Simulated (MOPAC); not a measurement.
MOPAC input (MNDO):

```
MNDO 1SCF CHARGE=1 GEO-OK AUX(PRECISION=9) THREADS=1
CCl2F

F    -0.04514898 1    1.56520838 1    0.01877883 1
C    -0.00856108 1    0.29679236 1    0.00356081 1
Cl    1.45882399 1   -0.42502430 1   -0.00382508 1
Cl   -1.43190004 1   -0.50836567 1   -0.00737341 1
```

Q: What heat of formation does the run end on, and which ionisation energy by Koopmans theorem?

A: 190.28 kcal/mol; 20.12 eV.
